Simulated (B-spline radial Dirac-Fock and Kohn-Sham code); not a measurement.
**How the settings move the core levels of Ne**

ΔSCF core binding energies without Breit or QED terms, calculated with a radial atomic solver. Keys: rel is the Hamiltonian (dirac, or spin-free x2c and nr, where L3 and M5 stand for the whole 2p and 3d shells), method is hf or an exchange,correlation pair (spin-unpolarised, also for the hole states), nuc the nuclear model, radius_factor scales its radius, rmax is the box in bohr, h the logarithmic mesh step, order the B-spline order, points the quadrature points per cell, c_factor scales the speed of light, and damp, ndamp, maxit and tol steer the iteration. The run stops when the commutator error falls below 10·tol·max(1, Z/10), or the numerical noise floor, and the energy has settled to about 1e-8 Ha; the virial ratio is −V/T.

Base input:

```json
{"items": [{"Z": 10, "q": 0, "cfg": [[1, 0, 2], [2, 0, 2], [2, 1, 6]], "A": 20, "rrms": 3.0055, "do": "settings", "holes": ["K", "L3", "M5"],
  "settings": [{"rel": "dirac", "method": "hf", "nuc": "fermi", "radius_factor": 1.0, "rmax": 45.0, "h": 0.3, "order": 8, "points": 10, "c_factor": 1.0, "maxit": 60, "damp": 0.5, "ndamp": 3, "tol": 1e-08}]}]}
```

The ground state converged in 9 iterations, with total energy -128.69193 Ha, virial ratio 1.99775 and highest orbital energy -23.08 eV. ΔSCF binding energies: K (1s) 869.8 eV, L3 (2p3/2) 19.79 eV. Holes are computed only in closed shells, and unreliable hole states are left out.

Changes from the base run:

```csv
changed setting,Δ total energy (Ha),Δ K (eV),Δ L3 (eV),iterations
order = 9,0.00000,0.00,0.00,9
h = 0.12; c_factor = 0.8; damp = 0.0,?,?,?,?
rel = "nr"; nuc = "gauss"; rmax = 80.0,+0.14483,-1.17,+0.05,9
order = 7,0.00000,0.00,0.00,9
h = 0.22,0.00000,0.00,0.00,8
rmax = 80.0,0.00000,0.00,0.00,9
c_factor = 0.8,-0.08182,+0.66,-0.03,9
damp = 0.8,0.00000,0.00,0.00,9
h = 0.12,0.00000,0.00,0.00,8
order = 7; c_factor = 0.8; damp = 0.0,-0.08182,+0.66,-0.03,9
tol = 0.0001,0.00000,0.00,0.00,8
"method = "b88,"",-0.04544,+10.39,+1.61,9
rel = "nr"; order = 9; tol = 0.0001,+0.14483,-1.17,+0.05,8
```

Q: What does the change h = 0.12; c_factor = 0.8; damp = 0.0 do?

A: The total energy moves by -0.08182 Ha and the binding energies by K +0.66 eV, L3 -0.03 eV; the run takes 9 iterations.
